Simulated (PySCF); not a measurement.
GaHF₂, SMILES [F][GaH][F]. Atoms are numbered in the order given.

```xyz
4

Ga     0.0000     0.0000    -0.3203
H      0.0000     0.0000    -1.8535
F      0.0000    -1.4470     0.6546
F      0.0000     1.4470     0.6546
```
Charge 0, spin multiplicity 1.

Coordinates come from a ωB97X-D3(BJ)/def2-TZVP optimisation.

These are PySCF with TDA-LC-ωPBE/def2-SVPD values and carry that method's errors.

Vertical excitations.  State labels are in the subgroup C2v.

Computed lowest excited states:
```json
[
 {"state": "S1", "symmetry": "B1", "energy (eV)": "7.93", "λ (nm)": "156", "f": "0.065", "main pairs": "HOMO→LUMO 97 %"},
 {"state": "S2", "symmetry": "A2", "energy (eV)": "8.68", "λ (nm)": "143", "f": "0.000", "main pairs": "HOMO−1→LUMO 96 %"},
 {"state": "S3", "symmetry": "A1", "energy (eV)": "8.87", "λ (nm)": "140", "f": "0.221", "main pairs": "HOMO→LUMO+1 67 %, HOMO→LUMO+2 14 %"},
 {"state": "S4", "symmetry": "B2", "energy (eV)": "8.91", "λ (nm)": "139", "f": "0.010", "main pairs": "HOMO−1→LUMO+1 65 %, HOMO−2→LUMO 14 %, HOMO−1→LUMO+2 10 %"},
 {"state": "S5", "symmetry": "A2", "energy (eV)": "9.08", "λ (nm)": "137", "f": "0.000", "main pairs": "HOMO−2→LUMO+1 78 %, HOMO−2→LUMO+2 12 %"},
 {"state": "S6", "symmetry": "B2", "energy (eV)": "9.25", "λ (nm)": "134", "f": "0.002", "main pairs": "HOMO−2→LUMO 66 %, HOMO→LUMO+3 12 %"},
 {"state": "S7", "symmetry": "B1", "energy (eV)": "9.60", "λ (nm)": "129", "f": "0.022", "main pairs": "HOMO−3→LUMO+1 46 %, HOMO−4→LUMO 35 %, HOMO−3→LUMO+2 7 %"},
 {"state": "S8", "symmetry": "B1", "energy (eV)": "9.76", "λ (nm)": "127", "f": "0.133", "main pairs": "HOMO−4→LUMO 60 %, HOMO−3→LUMO+1 28 %"},
 {"state": "S9", "symmetry": "A1", "energy (eV)": "9.79", "λ (nm)": "127", "f": "0.010", "main pairs": "HOMO−3→LUMO 71 %, HOMO−4→LUMO+1 17 %"},
 {"state": "S10", "symmetry": "A2", "energy (eV)": "9.87", "λ (nm)": "126", "f": "0.000", "main pairs": "HOMO−5→LUMO 96 %"},
 {"state": "T1", "symmetry": "B1", "energy (eV)": "7.10", "λ (nm)": "175", "f": "0", "main pairs": "HOMO→LUMO 90 %"},
 {"state": "T2", "symmetry": "A1", "energy (eV)": "7.30", "λ (nm)": "170", "f": "0", "main pairs": "HOMO→LUMO+1 65 %, HOMO→LUMO+2 22 %"},
 {"state": "T3", "symmetry": "B2", "energy (eV)": "8.43", "λ (nm)": "147", "f": "0", "main pairs": "HOMO−1→LUMO+1 67 %, HOMO−1→LUMO+2 12 %"},
 {"state": "T4", "symmetry": "A2", "energy (eV)": "8.52", "λ (nm)": "146", "f": "0", "main pairs": "HOMO−1→LUMO 77 %, HOMO−2→LUMO+1 13 %"}
]
```
Triplets are in the Tamm–Dancoff approximation.
